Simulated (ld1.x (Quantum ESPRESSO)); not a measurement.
silicon, RRKJ: configuration errors across variants

* Element: Si
* Generator: ld1.x (Quantum ESPRESSO) 7.5
* Type: norm-conserving RRKJ (Kleinman–Bylander form)
* Functional: LDA (PZ)
* Relativity: non-relativistic
* Frozen core: [Ne]
* Valence charge: 4
* Reference configuration: 3s1 3p0 (charge +3)
* Partial waves: 3p (bound, empty): rc 1.50 bohr; 3d channel at 0.05 Ry: rc 1.80 bohr; 3s (bound): rc 1.70 bohr
* Local potential: the s channel
* Core correction: none

All-electron excitation energies from the reference (eV): (1) 3s2 3p2 -58.040; (2) 3s2 3p1 -50.200; (3) 3s2 3p0 -34.074; (4) 3s0 3p4 -44.378; (5) 3s2 3p1.5 -55.070; (6) 3s1 3p2 -42.851; (7) 3s1 3p3 -51.290; (8) 3s1 3p0 spin -0.528; (9) 3s2 3p2 spin -58.652.

Spin tests fill each open shell by Hund’s rule, majority spin first.

Errors AE − PS in meV (a dash: test not solved or not reliable):

| change | (1) | (2) | (3) | (4) | (5) | (6) | (7) | (8) | (9) | bound ghosts |
| --- | --- | --- | --- | --- | --- | --- | --- | --- | --- | --- |
| base | +323 | +249 | +123 | +194 | +294 | +183 | +253 | +187 | +373 | none |
| wave 3s (bound): rc 1.70 bohr becomes 3s (bound): rc 1.28 bohr | +345 | +259 | +122 | +236 | +310 | +202 | +281 | +185 | +396 | none |
| wave 3s (bound): rc 1.70 bohr becomes 3s (bound): rc 1.50 bohr | +324 | +249 | +123 | +195 | +295 | +184 | +255 | +186 | +374 | none |
| wave 3s (bound): rc 1.70 bohr becomes 3s (bound): rc 1.84 bohr | +327 | +250 | +122 | +201 | +297 | +187 | +259 | +186 | +377 | none |
| wave 3s (bound): rc 1.70 bohr becomes 3s (bound): rc 2.06 bohr | +341 | +254 | +118 | +228 | +306 | +199 | +280 | +184 | +391 | none |
| wave 3s (bound): rc 1.70 bohr becomes 3s (bound): rc 2.24 bohr | +368 | +260 | +109 | +284 | +323 | +223 | +322 | +183 | +419 | none |
| wave 3s (bound): rc 1.70 bohr becomes 3s (bound): rc 2.40 bohr | +398 | +267 | +99 | +352 | +342 | +251 | +371 | +184 | +452 | none |
| wave 3s (bound): rc 1.70 bohr becomes 3s (bound): rc 2.60 bohr | +439 | +276 | +85 | +444 | +366 | +288 | +438 | +187 | +494 | none |

Task: Give the same row for: wave 3s (bound): rc 1.70 bohr becomes 3s (bound): rc 1.16 bohr.

Result: +381, +280, +126, +309, +340, +232, +326, +195, +435; bound ghosts: none.
